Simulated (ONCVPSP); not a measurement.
## platinum (Pt): one change to an ONCV potential, before and after

* Element: platinum
* Generator: ONCVPSP 4.0.1
* Type: optimised norm-conserving Vanderbilt (ONCV)
* Functional: PBEsol
* Relativity: fully relativistic
* Frozen core: [Kr] 4d10 4f14
* Valence charge: 18
* Reference configuration: 5s2 5p6 5d9 6s1
* Partial waves: 5s+6s: rc 1.40 bohr, ncon 3, nbas 8, qcut 6.8 1/bohr, 2 projectors; 5p: rc 1.05 bohr, ncon 4, nbas 8, qcut 8.4 1/bohr, 2 projectors, debl 2 Ha; 5d: rc 1.80 bohr, ncon 5, nbas 10, qcut 7.9 1/bohr, 2 projectors, debl 1.3 Ha
* Local potential: polynomial inside 0.70 bohr (lpopt 5, dvloc0 0 Ha)
* Core correction: Teter function, fcfact 4.75, rcfact 1.65

Open shells are filled in proportion to 2j + 1.

Change: all radii but the core radius scaled by about 1.33 (s 1.86, p 1.40, d 2.38 bohr); local potential polynomial inside 0.92 bohr (lpopt 5, dvloc0 0 Ha).

Cutoffs: the cutoffs (Ha) at which the residual kinetic energy of the hardest occupied pseudo-wave falls to 1 and 0.1 mHa per electron; they do not see the model core or the augmentation charge, which bear on the density cutoff. Errors are all-electron minus pseudo energies relative to the spin-unpolarised reference configuration.

Question: Predict the effect on cutoff, ghosts and configuration errors.

Answer: The potential gets softer (96 Ha and 178 Ha → 29 Ha and 35 Ha); the bound ghosts move from s to d, s; the lowest positive-energy flag moves from p3/2 at 7.7 eV to p3/2 at 252.9 eV; the number of tests with a reliable result goes from 4 to 3; of the 3 tests that both files solve, the error grows in 0 and shrinks in 1 by more than 15 % and 0.3 meV (median size 3.4 → 2.4 meV). A larger radius leaves more room for a smooth pseudo-wave, so fewer plane waves are needed.

```csv
quantity,base,changed
"cutoff, loose",96 Ha,29 Ha
"cutoff, tight",178 Ha,35 Ha
loose cutoff by channel,"s 20 Ha, p 96 Ha, d 20 Ha","s 13 Ha, p 29 Ha, d 18 Ha"
bound ghosts,s,"s, d3/2"
GHOST(+) flags under 300 eV,"p3/2 at 7.7 eV, p1/2 at 121.2 eV, d3/2 at 290.2 eV",p3/2 at 252.9 eV
tests with a reliable result,4 of 4,3 of 4
"error for 5s2 5p6 5d9 6s0, meV [ΔE 9.24 eV]",-3.4,-3.9
"error for 5s2 5p6 5d8 6s0, meV [ΔE 29.25 eV]",-1.1,-1.2
"error for 5s2 5p6 5d7 6s0, meV [ΔE 61.50 eV]",-10,-2.4
"rms error of d²Exc/dni dnj with the model core, mHa",2.05,2.13
```

 A true bound ghost makes a file unfit for plane-wave use even where its test errors are small: the radial tests pick states by their node count and pass the ghost by.
